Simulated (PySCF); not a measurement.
# Structure from NMR data

An unknown has the formula C12H10. Its calculated NMR data are:

1H NMR (600 MHz, computed): δ 7.71 (m, 2H), 7.64 (m, 2H), 7.45 (m, 2H), 3.38 (m, 4H).

13C{1H} NMR (computed): δ 151.4 (C), 142.5 (C), 135.2 (C), 133.6 (CH), 127.7 (CH), 124.3 (CH), 32.9 (CH2).

Theory: GIAO PBE0/pcSseg-1 shieldings, geometry: PBE0-D3(BJ)/def2-SVP, J: B3LYP/pcJ-1 (without the spin–dipole term), in PySCF 2.14.0 with density-fitted response routines (no solvent, one averaged value for each set of equivalent atoms, one conformer, non-relativistic Hamiltonian).

Scale: TMS for 1H (σref 31.27) and 13C (σref 184.41) (reference shieldings calculated alike).

**Question.** Which of these isomers gave the spectra?
A. c1ccc(-c2ccccc2)cc1
B. c1cc2c3c(cccc3c1)CC2
C. C=Cc1cccc2ccccc12
D. C=Cc1ccc2ccccc2c1

**Answer.** B. 

The formula gives 8 degrees of unsaturation (3 rings in the answer). 7 carbon signals for 12 carbons: some carbons are equivalent by symmetry or fast rotation. Carbon types of the structure: 4 × C, 6 × CH, 2 × CH2, which accounts for all hydrogens. δC 151.4: substituted aromatic carbon. δC 142.5, 135.2: ring-fusion aromatic carbon. δC 133.6, 127.7, 124.3: aromatic CH. δC 32.9: sp3 CH2 on an aromatic ring; saturated and bonded to C and H only. δH 7.71, 7.64, 7.45: hydrogen on an aromatic CH; the ring current deshields protons in the ring plane.

The others: C=Cc1cccc2ccccc12 would give 12 carbon signals, not 7; C=Cc1ccc2ccccc2c1 would give 12 carbon signals, not 7; c1ccc(-c2ccccc2)cc1 would give 4 carbon signals, not 7.

Multiplet labels drop couplings under 1 Hz and merge nearly equal ones. Unscaled 3J(H,H) at this level run about 10 % above measured values. Shifts are as computed. Against solution values, carbons near 30 ppm lie about +2 ppm off and those near 130 ppm about +5 ppm (rms about the fit 1.9 ppm; single classes can miss by 10 ppm). Of 1328 compounds with measured shifts, 309 miss one by over three times the rms of a fit or turn the order of signals round; such compounds aren't used in these exercises. Signals without a measured value on file couldn't be tested in this way; 1H shifts scatter by 0.2 ppm about their fit, and single ones miss by 0.5 ppm.
